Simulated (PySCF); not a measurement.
# Reading the logs of faulty runs: AlBH3NSi

Calculated results; nothing here was measured. They come from PySCF 2.14.0, an open-source quantum chemistry program, on an isolated molecule that a program drew, which may never have been made. The molecule is AlBH3NSi (charge 0, singlet), drawn as the SMILES string `[AlH2][B]=N[SiH]`.

Each row is a Hartree-Fock (HF) and frozen-core CCSD(T) single point in the cc-pV(D+d)Z basis, meant for a local HF minimum. Run 1 is clean. Each other run has one planted mistake out of seven kinds, and not every kind appears here: one electron removed, one electron added, multiplicity raised by two, geometry at a saddle point, minimal basis STO-3G, one bond length entered in bohr, all coordinates scaled. The reference is restricted for singlets and unrestricted otherwise, and also for a bond in bohr. Adding or removing an electron swaps singlet and doublet. Electrons count all cores. HOMO and LUMO are orbital energies over both spins, the gradient is its largest component, and the lowest frequency (negative if imaginary) is given only where the gradient is small. Bond lengths are over the 6 bonds as drawn. T1 is the CCSD diagnostic: over 0.02 (restricted) or 0.045 (unrestricted) a single reference is doubtful.

Geometry of the clean run:
```xyz
7
AlBH3NSi, angstrom
Al    0.8172    0.5988    1.7207
B    -0.0850    1.1366   -0.1260
N    -0.6161    1.4418   -1.2230
Si   -1.3873    2.0645   -2.6169
H     2.3512    0.8822    1.9364
H    -0.0649   -0.0743    2.8383
H    -1.2364    0.8358   -3.5061
```

| run | electrons | basis functions | <S^2> | HOMO (eV) | LUMO (eV) | gradient (hartree/bohr) | lowest frequency (cm^-1) | mean bond (Å) | longest bond (Å) | T1 | HF (hartree) | CCSD(T) (hartree) | mistake |
|---|---|---|---|---|---|---|---|---|---|---|---|---|---|
| 1 | 42 | 89 | 0.000 | -8.24 | 0.28 | 2.9e-05 | 89 | 1.6275 | 2.124 | 0.0185 | -611.71927 | -612.15687 | no fault |
| 2 | 42 | 89 | 0.000 | -8.21 | 0.30 | 1.6e-02 | - | 1.6096 | 2.101 | 0.0182 | -611.71838 | -612.15432 | all coordinates scaled |
| 3 | 42 | 89 | 0.000 | -8.22 | 0.05 | 3.7e-05 | -120 | 1.6289 | 2.131 | 0.0178 | -611.71792 | -612.15496 | geometry at a saddle point |
| 4 | 42 | 89 | 2.023 | -7.09 | 0.13 | 3.7e-02 | - | 1.6275 | 2.124 | 0.0228 | -611.68181 | -612.09888 | multiplicity raised by two |
| 5 | 42 | 89 | 1.043 | -8.42 | -0.09 | 1.1e-02 | - | 1.8611 | 2.976 | 0.0749 | -611.62040 | -612.04791 | one bond length entered in bohr |
| 6 | 41 | 89 | 0.771 | -15.30 | -6.28 | 8.1e-02 | - | 1.6275 | 2.124 | 0.0235 | -611.45388 | -611.85785 | ? |

**Which mistake was planted in run 6, and what did it cost?**

It counts 41 electrons, one fewer than the clean run, at the same geometry and basis. So the mistake is: one electron removed. Subtracting run 1 and multiplying by 627.51 kcal/mol a hartree, the energy moved by 166.5 kcal/mol in HF and 187.6 kcal/mol in CCSD(T).

Cautions from the logs. Run 5: T1 is over the limit, so its CCSD(T) energy is less reliable.
